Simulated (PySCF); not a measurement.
C₄H₄N₂O₃S.
Atom-mapped SMILES: `[O:1]=[S:2](=[O:3])([OH:4])[c:5]1[cH:6][n:7][cH:8][cH:9][n:10]1` (hydrogens: H11 on O4; H12 on C6; H13 on C8; H14 on C9)

The same species was optimised twice, with GFN2-xTB and with PBE0-D3(BJ)/def2-SVP (PySCF), and the same property calculations (PySCF, gas phase) were run on both structures.

| coordinate | GFN2-xTB | PBE0-D3(BJ)/def2-SVP | change |
| --- | --- | --- | --- |
| O1=S2 (Å) | 1.422 | 1.443 | +0.021 |
| S2=O3 (Å) | 1.429 | 1.447 | +0.018 |
| S2–O4 (Å) | 1.601 | 1.613 | +0.012 |
| C5–C6 (Å) | 1.384 | 1.393 | +0.009 |
| C8–C9 (Å) | 1.392 | 1.400 | +0.008 |
| S2–C5 (Å) | 1.796 | 1.788 | -0.008 |
| C6–N7 (Å) | 1.325 | 1.330 | +0.005 |
| C5–N10 (Å) | 1.319 | 1.323 | +0.004 |
| N7–C8 (Å) | 1.324 | 1.328 | +0.004 |
| C9–N10 (Å) | 1.326 | 1.327 | +0.001 |
| O1–S2–O3 (°) | 119.9 | 122.7 | +2.8 |
| O1–S2–O4 (°) | 108.5 | 106.5 | -2.0 |
| O3–S2–C5 (°) | 109.2 | 107.8 | -1.4 |
| S2–C5–C6 (°) | 121.8 | 120.9 | -0.9 |
| C6–C5–N10 (°) | 122.7 | 123.5 | +0.8 |
| C5–N10–C9 (°) | 116.9 | 116.2 | -0.7 |
| C5–C6–N7 (°) | 120.4 | 120.0 | -0.4 |
| O3–S2–O4 (°) | 108.3 | 108.7 | +0.4 |
| O1–S2–C5–C6 (°) | -17 | -18 | -1 |

Rotational constants: A = 2757, B = 864.6, C = 754.9 MHz (GFN2-xTB) against A = 2701, B = 869.1, C = 758.5 MHz (PBE0-D3(BJ)/def2-SVP). Point groups within 0.08 Å: C1 and C1.

On the GFN2-xTB structure: lowest singlet, TDDFT (eV) 4.10 [wB97X-D/def2-SVPD]; lowest triplet, Tamm–Dancoff (eV) 3.46 [wB97X-D/def2-SVPD]; isotropic polarisability (au) 86.5 [wB97X-D/def2-SVPD]; HOMO (eV) -10.06 [wB97X-D/def2-SVPD]; LUMO (eV) -0.79 [wB97X-D/def2-SVPD]; dipole (D) 4.92 [wB97X-D/def2-SVPD]; HOMO (eV) -8.08 [PBE0/pcSseg-1]; LUMO (eV) -2.44 [PBE0/pcSseg-1]; dipole (D) 4.75 [PBE0/pcSseg-1]; GIAO shielding of O1/O3 (mean) (ppm) 112.4 [PBE0/pcSseg-1]; GIAO shielding of S2 (ppm) 203.4 [PBE0/pcSseg-1]; GIAO shielding of O4 (ppm) 135.2 [PBE0/pcSseg-1]; GIAO shielding of C5 (ppm) 25.0 [PBE0/pcSseg-1]; GIAO shielding of C6 (ppm) 38.3 [PBE0/pcSseg-1]; GIAO shielding of N7 (ppm) -121.5 [PBE0/pcSseg-1]; GIAO shielding of C8 (ppm) 32.8 [PBE0/pcSseg-1]; GIAO shielding of C9 (ppm) 37.3 [PBE0/pcSseg-1].

Question: What do these properties become on the PBE0-D3(BJ)/def2-SVP structure?

Answer: 
| property | level | on GFN2-xTB | on PBE0-D3(BJ)/def2-SVP | change |
| --- | --- | --- | --- | --- |
| lowest singlet, TDDFT (eV) | wB97X-D/def2-SVPD | 4.10 | 4.08 | -0.02 |
| lowest triplet, Tamm–Dancoff (eV) | wB97X-D/def2-SVPD | 3.46 | 3.45 | -0.01 |
| isotropic polarisability (au) | wB97X-D/def2-SVPD | 86.5 | 87.6 | +1.1 |
| HOMO (eV) | wB97X-D/def2-SVPD | -10.06 | -10.14 | -0.08 |
| LUMO (eV) | wB97X-D/def2-SVPD | -0.79 | -0.90 | -0.11 |
| dipole (D) | wB97X-D/def2-SVPD | 4.92 | 5.27 | +0.35 |
| energy, GFN2-xTB geometry as zero (kcal/mol) | wB97X-D/def2-SVPD | 0.0 | -1.5 | -1.5 |
| HOMO (eV) | PBE0/pcSseg-1 | -8.08 | -8.17 | -0.09 |
| LUMO (eV) | PBE0/pcSseg-1 | -2.44 | -2.55 | -0.11 |
| dipole (D) | PBE0/pcSseg-1 | 4.75 | 5.11 | +0.36 |
| energy, GFN2-xTB geometry as zero (kcal/mol) | PBE0/pcSseg-1 | 0.0 | -1.9 | -1.9 |
| GIAO shielding of O1/O3 (mean) (ppm) | PBE0/pcSseg-1 | 112.4 | 100.3 | -12.1 |
| GIAO shielding of S2 (ppm) | PBE0/pcSseg-1 | 203.4 | 189.5 | -13.9 |
| GIAO shielding of O4 (ppm) | PBE0/pcSseg-1 | 135.2 | 128.8 | -6.4 |
| GIAO shielding of C5 (ppm) | PBE0/pcSseg-1 | 25.0 | 24.6 | -0.4 |
| GIAO shielding of C6 (ppm) | PBE0/pcSseg-1 | 38.3 | 36.3 | -2.0 |
| GIAO shielding of N7 (ppm) | PBE0/pcSseg-1 | -121.5 | -125.7 | -4.2 |
| GIAO shielding of C8 (ppm) | PBE0/pcSseg-1 | 32.8 | 30.4 | -2.4 |
| GIAO shielding of C9 (ppm) | PBE0/pcSseg-1 | 37.3 | 35.7 | -1.6 |

The heavy atoms differ by 0.029 Å rms after alignment. Among bonds between heavy atoms O1=S2 changes most (+0.021 Å). Changes are differences of the printed values. Neither structure is proved a minimum here.

Shape of the structure used: `[O:1]=[S:2](=[O:3])([OH:4])[c:5]1[cH:6][n:7][cH:8][cH:9][n:10]1`: O1–S2–C5–C6 -18°, H–O4–S2–O1 178°.

The pairwise dispersion term of wB97X-D wasn't added to the energies; at a given geometry it leaves orbitals and properties as they are.
